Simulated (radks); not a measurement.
Coulomb parameter of the 4f shell of the promethium ion Pm+ in the model configuration [Xe] 4f3 6s1 6p2, as a second difference U = [E(n + 0.5) + E(n - 0.5) - 2 E(n)] / (0.5)^2 with all orbitals relaxed. "Bare": the charge of the atom changes with n. "Screened": the 6p shell takes up the change at fixed total charge, which measures U(4f,4f) + U(6p,6p) - 2 U(4f,6p). All-electron calculation, scalar-relativistic Kohn-Sham, PBE, spin-unpolarised, spherical densities, finite nucleus; Fermi nuclear charge, rms radius 4.962 fm. Program: a radial shooting solver on a logarithmic mesh with Libxc functionals.

start: configuration [Xe] 4f3 6s1 6p2; E - E(n) (eV) 0.000
bare +0.5: configuration [Xe] 4f3.5 6s1 6p2; E - E(n) (eV) -11.680
bare -0.5: configuration [Xe] 4f2.5 6s1 6p2; E - E(n) (eV) 15.980
screened +0.5: configuration [Xe] 4f3.5 6s1 6p1.5; E - E(n) (eV) -8.508
screened -0.5: configuration [Xe] 4f2.5 6s1 6p2.5; E - E(n) (eV) 10.938

U(bare) = 17.200 eV, U(screened by 6p) = 9.719 eV, against the Slater integral F0(4f,4f) = 28.556 eV with frozen orbitals.
